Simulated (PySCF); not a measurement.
Cartesian coordinates in Å; atom numbers follow the order of the lines, from 1:
```xyz
14

B     1.983    0.327    0.101
N     0.371    0.522    0.235
C    -0.413   -0.600   -0.275
C    -1.892   -0.358   -0.113
F    -2.177   -0.174    1.198
F    -2.237    0.780   -0.763
H     2.243   -0.678    0.754
H     2.196    0.188   -1.098
H     2.475    1.346    0.565
H     0.137    0.677    1.218
H     0.097    1.376   -0.257
H    -0.113   -1.507    0.267
H    -0.163   -0.747   -1.335
H    -2.510   -1.187   -0.497
```

Geometry: PBE0-D3(BJ)/def2-SVP; GIAO shifts from PySCF 2.14.0 with density-fitted response routines, gas phase, non-relativistic, averaged over equivalent atoms.

At PBE0/def2-SVP (124 basis functions, 8.1 s wall time on 1 thread of an Arm Neoverse V2, shared host):
| atoms | δ (ppm) |
| --- | --- |
| B1 | -21.1 |
| N2 | 35.1 |
| C4 | 111.5 |
| C3 | 49.5 |
| F5/F6 | -126.2 |
| H14 | 5.51 |
| H10/H11 | 2.83 |
| H12/H13 | 2.66 |
| H7/H8/H9 | 2.03 |

Scale: BF3·OEt2 for 11B (110.67 ppm); NH3 for 15N (269.84 ppm); 13C (193.72 ppm), 1H (31.34 ppm) vs TMS; CFCl3 for 19F (214.64 ppm) (reference shieldings calculated alike).

Problem. Estimate the result of repeating the calculation with PBE0/aug-cc-pVDZ.

Solution. 
| atoms | δ at PBE0/aug-cc-pVDZ | change |
| --- | --- | --- |
| B1 | -19.5 | +1.6 |
| N2 | 35.7 | +0.6 |
| C4 | 111.2 | -0.3 |
| C3 | 51.4 | +1.9 |
| F5/F6 | -134.5 | -8.3 |
| H14 | 5.99 | +0.48 |
| H10/H11 | 3.20 | +0.37 |
| H12/H13 | 3.06 | +0.40 |
| H7/H8/H9 | 2.17 | +0.14 |

Referencing at the same level of theory: 11B (σref 110.17) vs BF3·OEt2; 15N (σref 269.84) against NH3; 13C (σref 195.12) and 1H (σref 31.39) vs TMS; CFCl3 for 19F (σref 194.15).

The largest change is at F5/F6 (fluorine of a CF2 group). Cost: 210 basis functions, 18 s wall time on 1 thread of an Arm Neoverse V2, shared host.

Unscaled 19F shifts against computed CFCl3 carry errors that often reach 10 to 50 ppm. Experimental scales use liquid or dissolved standards, which lie at an offset from isolated NH3 (liquid NH3: subtract about 20 ppm).
